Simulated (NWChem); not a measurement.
System: C₃H₅ cation

```xyz
8

C      0.0015    -1.3824     0.0019
C     -0.0478    -0.1095    -0.0008
C     -0.0495     1.2914     0.0016
H     -0.9293    -1.9724    -0.0818
H      0.9584    -1.9266     0.0843
H      1.0466     1.5132     0.1004
H     -0.3676     1.7347    -0.9575
H     -0.5328     1.7310     0.8909
```
Atoms are numbered in this order, from 1.

Program: NWChem. Coordinates come from a PBE0/def2-SVP optimisation. GIAO values for the isolated, static molecule; σ is the absolute isotropic shielding, δ = σ(reference) − σ with the isolated reference molecule computed at the same levels (13C: tetramethylsilane, 1H: tetramethylsilane).

```json
[
 {"level": "PBE0/pcSseg-1", "δ C1 (ppm)": "…", "δ C2 (ppm)": "…", "δ C3 (ppm)": "…", "δ H4 (ppm)": "…", "δ H5 (ppm)": "…", "δ H6 (rotor mean) (ppm)": "4.95"},
 {"level": "PBE/pcSseg-1", "δ C1 (ppm)": "69.5", "δ C2 (ppm)": "315.8", "δ C3 (ppm)": "31.9", "δ H4 (ppm)": "7.60", "δ H5 (ppm)": "7.47", "δ H6 (rotor mean) (ppm)": "4.90"},
 {"level": "B3LYP/IGLO-III", "δ C1 (ppm)": "71.1", "δ C2 (ppm)": "340.4", "δ C3 (ppm)": "29.3", "δ H4 (ppm)": "7.62", "δ H5 (ppm)": "7.53", "δ H6 (rotor mean) (ppm)": "4.76"},
 {"level": "BHandHLYP/pcSseg-1", "δ C1 (ppm)": "74.3", "δ C2 (ppm)": "361.6", "δ C3 (ppm)": "29.5", "δ H4 (ppm)": "8.18", "δ H5 (ppm)": "8.05", "δ H6 (rotor mean) (ppm)": "4.96"}
]
```

Task: Complete the blanks.

Result: 
- PBE0/pcSseg-1, δ C1 (ppm): 72.4
- PBE0/pcSseg-1, δ C2 (ppm): 336.5
- PBE0/pcSseg-1, δ C3 (ppm): 31.5
- PBE0/pcSseg-1, δ H4 (ppm): 7.92
- PBE0/pcSseg-1, δ H5 (ppm): 7.79
